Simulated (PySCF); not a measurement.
Ligands exchanged one at a time, Ga F-CH3. All species are isolated molecules in the gas phase. Strings in code marks are SMILES.

Level of theory: PBE-D3(BJ)/def2-TZVP // B3LYP-D3(BJ)/def2-TZVP run with PySCF 2.14.0. Excitations are Tamm–Dancoff values on a coarser integration grid. The basis has no diffuse functions, so Rydberg states are missing or too high.

```
species                                             HOMO–LUMO gap (eV)  S1–T1 gap (TDA) (eV)
--------------------------------------------------  ------------------  --------------------
0 of 3 F replaced by CH3 (`[F][Ga]([F])[F]`)                      6.19                  0.33
1 of 3 F replaced by CH3 (`[Ga]([CH3])([F])[F]`)                   ___                  0.75
2 of 3 F replaced by CH3 (`[CH3][Ga]([CH3])[F]`)                  5.25                  0.27
3 of 3 F replaced by CH3 (`[CH3][Ga]([CH3])[CH3]`)                 ___                  0.29
```

Problem. What belongs in the gaps?

Solution. 
- 1 of 3 F replaced by CH3 (`[Ga]([CH3])([F])[F]`), HOMO–LUMO gap (eV): 6.32
- 3 of 3 F replaced by CH3 (`[CH3][Ga]([CH3])[CH3]`), HOMO–LUMO gap (eV): 4.83
